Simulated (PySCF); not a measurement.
# Telling isomers of C₅H₅F₂NO₂ apart by NMR

Theoretical values (PySCF 2.14.0 with density-fitted response routines): NMR shieldings at PBE0/pcSseg-1/GIAO, GFN2-xTB structure. No relativistic terms, fast rotation and ring inversion assumed for equivalent nuclei, no solvent model, one conformer.

Shifts are taken against calculated references (same method and geometry level): ¹H (σref 31.72) and ¹³C (σref 186.93) vs TMS. Splittings of carbon signals by F and P are missing where no couplings were computed. Where no couplings were computed, multiplicities follow the n + 1 count of equivalent neighbours, and m marks all less simple cases (inequivalent or close neighbours, rings, F or P nearby). Shifts are as computed. Against solution values, carbons near 30 ppm lie about +3 ppm off and those near 130 ppm about +5 ppm. Of 1211 compounds with measured shifts, 218 miss one by over three times the rms of a fit or turn the order of signals round; such compounds aren't used in these exercises.

(1) Tabulate the signals of `CO/C=C(\C#N)OC(F)F`, `N#C[C@@H]1CO[C@@H](F)[C@H](F)O1` and their relative energies.

(2) What is the quickest way to tell CO/C=C(\C#N)OC(F)F from N#C[C@@H]1CO[C@@H](F)[C@H](F)O1?

Answers

(1) 
```tsv
SMILES	carbon types	δC	δH	E rel. (kcal/mol)
CO/C=C(\C#N)OC(F)F	2×C 2×CH 1×CH3	165.5, 123.4, 117.5, 114.8, 62.0	7.37 (s, 1H), 6.82 (m, 1H), 4.03 (s, 3H)	15.3
N#C[C@@H]1CO[C@@H](F)[C@H](F)O1	1×C 3×CH 1×CH2	121.1, 106.7, 105.5, 65.0, 59.0	5.73 (m, 1H), 5.62 (m, 1H), 4.73 (m, 1H), 4.24 (m, 1H), 3.93 (m, 1H)	0.0
```

Energies are electronic energies at PBE0/pcSseg-1 on these geometries, without zero-point or thermal terms, each for the one conformer computed, which needn't be the lowest.

(2) Both give the same number of carbon signals, but DEPT or the intensities differ. The first has a methyl carbon bonded to O (CH3) at 62.0 ppm, the second an sp3 CH2 bonded to O at 65.0 ppm. Their most deshielded carbons lie at 165.5 and 121.1 ppm. In the proton spectra the most deshielded non-exchanging signals are 7.37 (s, 1H) and 5.73 (m, 1H).
